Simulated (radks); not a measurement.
The silicon ion Si+ inside a hard spherical wall (all orbitals vanish at R), configuration held at [Ne] 3s2 3p1 and not refilled when levels cross. Calculated with a radial shooting solver on a logarithmic mesh with Libxc functionals: non-relativistic Kohn-Sham, LDA (Slater exchange, VWN5 correlation), spin-polarised, spherical densities, point nucleus; open shells are filled with parallel spins first. Eigenvalues in eV for spin up, with the zero of energy where the potential of the charges vanishes at infinity; a dash marks a level that is unbound or too diffuse for the functional's potential to be trusted. A positive occupied level is held by the wall or, in an anion where self-interaction has pushed it up, behind a barrier. The pressure on the wall is -dE/dV.

R (bohr)  E (hartree)  kinetic (hartree)    e(2s)    e(2p)    e(3s)    e(3p)  e(4s, empty)  e(3d, empty)  pressure (GPa)
free       -287.91877            287.231  -147.61  -105.19  -19.462  -12.141        -4.493        -3.878               0
20         -287.91877            287.231  -147.61  -105.19  -19.462  -12.141        -4.493        -3.878        < 0.0001
15         -287.91877            287.231  -147.61  -105.19  -19.462  -12.141        -4.490        -3.877        < 0.0001
12         -287.91877            287.231  -147.61  -105.19  -19.462  -12.141        -4.455        -3.866        < 0.0001
10         -287.91877            287.231  -147.61  -105.19  -19.461  -12.141        -4.306        -3.822        0.000305
7          -287.91760            287.243  -147.53  -105.11  -19.411  -12.072        -2.605        -3.302          0.0921
6          -287.91275            287.283  -147.31  -104.88  -19.265  -11.864        -0.321        -2.598           0.639
3          -287.12903            290.396  -137.54  -95.040   -8.655    1.516        58.797        15.155             345
2          -283.16051            301.357  -119.58  -76.602   34.014   47.088        209.28        55.634            5540
1.5        -273.75963            324.434  -94.783  -50.089   126.24   134.80        464.41        118.67           35700
